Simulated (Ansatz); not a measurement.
Isolated molecules relaxed with PBE0-D4/def2-TZVP in Ansatz; ΔE leaves out vibrations. CCSD(T)/CBS is the MP2 limit (def2-TZVPP, def2-QZVPP) plus CCSD(T) − MP2 in def2-TZVPP, frozen cores. This one scheme is used for every species. Functionals use def2-TZVPP. B3LYP here is the variant with VWN-RPA as its local correlation; programs differ in this. Each species was taken in one conformer, which may not be the lowest.

Consider the formal exchange of groups at the Si–C bond: `O=C[SiH2]Cl` + `CO[SiH3]` → `[SiH3]OC[SiH2]Cl` + `C=O`.

| level | ΔE (kJ/mol) |
| --- | --- |
| PBE-D4 | -3.4 |
| PBE0-D4 | -7.2 |
| B2PLYP | -6.0 |
| B3LYP | -2.6 |
| HF/def2-TZVPP | -8.5 |
| MP2/def2-TZVPP | -11.8 |
| HF/def2-QZVPP | -8.3 |
| CCSD/CBS(def2) | -9.5 |

(1) What does CCSD(T)/CBS give? (Best estimate.)

Largest T1 diagnostic among the species: 0.015.

## Answers

(1) Ansatz gave: -9.0 kJ/mol. The listed levels differ from it by 5.6, 1.8, 3.0, 6.4, 0.5, -2.8, 0.7, -0.5 kJ/mol.

From PBE to PBE0 (25 % exact exchange), in def2-TZVPP and without D4, ΔE moves by −3.9 kJ/mol. The D4 term adds −4.4 kJ/mol with B3LYP and −2.7 kJ/mol with PBE0; it sums over pairs of atoms, weighted by their polarisabilities, and B3LYP, whose exchange is more repulsive, gets the larger term.
